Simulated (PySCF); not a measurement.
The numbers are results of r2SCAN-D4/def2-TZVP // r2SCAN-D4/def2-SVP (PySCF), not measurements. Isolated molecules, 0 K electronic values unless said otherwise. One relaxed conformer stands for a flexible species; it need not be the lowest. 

Reference species (SMILES): `CO[Si](N)(N)OC` (neutral, multiplicity 1).

```
Property    Result
--------  --------
HOMO      -6.20 eV
```

Changed species: `CO[Si](OC)(OC)OC` (4 of 4 NH2 replaced by OCH3; the reference has 2 of 4 NH2 replaced by OCH3).

Question: What does the change do to the HOMO?

Answer: the HOMO falls by 0.62 eV, to -6.82 eV.
